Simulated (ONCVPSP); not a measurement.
**Ga (Z = 31): one change to an ONCV potential, before and after**

gallium (Ga), optimised norm-conserving Vanderbilt (ONCV), made with ONCVPSP 4.0.1 (PW91, scalar-relativistic). Core [Ar], reference 3d10 4s1 4p2. Waves: 4s: rc 1.75 bohr, ncon 5, nbas 8, qcut 3.3 1/bohr, 3 projectors, debl 1.8 Ha; 4p: rc 2.35 bohr, ncon 4, nbas 7, qcut 3.8 1/bohr, 3 projectors, debl 0.5 Ha; 3d: rc 1.05 bohr, ncon 5, nbas 9, qcut 13.6 1/bohr, 3 projectors, debl 1.7 Ha. Local part: polynomial inside 0.80 bohr (lpopt 5, dvloc0 2 Ha). Core correction: polynomial model core, fcfact 0.35.

All-electron outer shells of the reference configuration (PW91, scalar-relativistic, ld1.x):

```
shell  level (eV)  outermost node (bohr)  outermost maximum (bohr)
   3s     -150.05                   0.27                      0.56
   3p     -100.84                   0.24                      0.56
   3d      -21.11                      –                      0.53
   4s      -10.11                   0.80                      1.87
   4p       -3.39                   0.87                      2.44
```

Change: d: rc 1.16.

Cutoffs: the cutoffs (Ha) at which the residual kinetic energy of the hardest occupied pseudo-wave falls to 1 and 0.1 mHa per electron; they do not see the model core or the augmentation charge, which bear on the density cutoff. Errors are all-electron minus pseudo energies relative to the spin-unpolarised reference configuration.

Predict the effect on cutoff, ghosts and configuration errors.

The potential gets softer (89 Ha and 227 Ha → 81 Ha and 90 Ha); both files keep a bound ghost (s); the errors of the 4 common tests hardly move. A larger radius leaves more room for a smooth pseudo-wave, so fewer plane waves are needed.

| quantity | base | changed |
| --- | --- | --- |
| cutoff, loose | 89 Ha | 81 Ha |
| cutoff, tight | 227 Ha | 90 Ha |
| loose cutoff by channel | s 13 Ha, p 3.0 Ha, d 89 Ha | s 13 Ha, p 3.0 Ha, d 81 Ha |
| bound ghosts | s | s |
| GHOST(+) flags under 300 eV | p at 85.6 eV | p at 85.6 eV |
| error for 3d10 4s2 4p1, meV [ΔE -6.57 eV] | +0.3 | +0.4 |
| error for 3d10 4s2 4p0, meV [ΔE -0.82 eV] | +0.6 | +0.6 |
| error for 3d10 4s1 4p0, meV [ΔE 20.40 eV] | -13 | -13 |
| error for 3d10 4s2 4p0.5, meV [ΔE -4.51 eV] | +0.7 | +0.8 |
| s: phases at 1.78 bohr within 0.05 rad from the reference energy up to (Ha; the scan ends near 5) | to the end of the scan | to the end of the scan |
| p: phases at 2.39 bohr within 0.05 rad from the reference energy up to (Ha; the scan ends near 5) | 2.5 | 2.5 |
| rms error of d²Exc/dni dnj with the model core, mHa | 2.59 | 2.47 |

 A true bound ghost makes a file unfit for plane-wave use even where its test errors are small: the radial tests pick states by their node count and pass the ghost by.
